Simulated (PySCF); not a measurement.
Be: excitation energy

Be [He] 2s2 (1S) → Be [He] 2p2 (3P), as a difference of total energies. All numbers are calculated (PySCF 2.14, scalar relativity by spin-free X2C-1e, in aug-cc-pVQZ-DK). Correlated levels: valence: 1s2 frozen. The calculations carry no spin-orbit coupling.

```
           method  excitation energy (cm⁻¹)  error (cm⁻¹)
              UHF                     51972         -7724
    MP2 (valence)                     57074         -2622
SCS-MP2 (valence)                     59294          -402
   CCSD (valence)                     60015          +320
```

Reference: 59696 cm⁻¹ (measured; NIST levels, between the centres of gravity of the two terms).

Errors of the correlated levels include the incompleteness of this basis and the frozen core.

With two correlated electrons CCSD is exact in that space.
